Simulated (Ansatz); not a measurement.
The cluster K2Te. Charge 0, multiplicity 3. Geometry PBE-D4/def2-TZVP; atoms count from 1.

```xyz
3

K     1.659   -0.892    1.253
K    -1.465    1.689    0.348
Te   -0.195   -0.797   -1.601
```

In the def2 sets Te takes a core potential; there is no spin–orbit coupling. At PBE0-D4/def2-TZVP a singlet of charge 0 lies 1.12 eV below the triplet, each at its own geometry. The structure comes from a short search, and lower isomers may exist.

(1) Estimate the Mulliken populations from the PBE0/def2-TZVP orbitals of Ansatz.

(2) Where does the spin sit?

(3) And the Mayer bond orders between bonded heavy atoms (over 0.3)?

Results:

(1) 
```
atom  charge (e)  spin (α − β)
  K1        0.31          0.48
  K2        0.31          0.48
 Te3       -0.62          1.03
```
Mulliken values and Mayer orders depend strongly on the basis.

(2) Summed by element: K 0.97, Te 1.03, of 2 unpaired in all. Largest on single atoms: Te3 1.03, K1 0.48, K2 0.48.

(3) K1–K2 0.48 (4.15 Å); K1–Te3 0.35 (3.40 Å); K2–Te3 0.35 (3.40 Å).
